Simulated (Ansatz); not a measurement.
The cluster SnO₂⁻. Total charge -1; doublet. Geometry r2SCAN-D4/def2-TZVPD, basis def2-TZVPD, Ansatz.

Cartesian coordinates in Å:
```
Sn 0.657 -0.945 0.562
O -0.752 0.548 0.341
O 0.095 0.396 -0.903
```

```
run  HOMO (eV)  LUMO (eV)
  A       1.32       2.58
  B       0.71       3.06
  C       1.58       2.44
  D      -1.46       5.00
```

In the def2 sets Sn takes a core potential; there is no spin–orbit coupling. The structure holds 1 bond(s) between oxygen atoms. Another isomer (doublet) lies 1.47 eV lower at PBE0-D4/def2-TZVPD; other spin states weren't run for this one.

HOMO and LUMO are taken over both spins.

Problem. The runs used HF, PBE, PBE0, r2SCAN. Estimate which is which.

Solution. A r2SCAN (0 % exact exchange); B PBE0 (25 % exact exchange); C PBE (0 % exact exchange); D HF (100 % exact exchange). Exact exchange lowers occupied and raises empty levels; among semilocal functionals meta-GGAs tend to open the gap a little, and such runs are hard to tell apart. The gap grows from 0.86 eV (PBE) to 6.46 eV (HF). At r2SCAN-D4/def2-TZVPD, PBE0-D4/def2-TZVPD, PBE-D4/def2-TZVPD the highest occupied level of the charge -1 doublet lies above zero (up to 1.58 eV). The electron is either unbound and held by the finite basis, or the level is raised by self-interaction error.
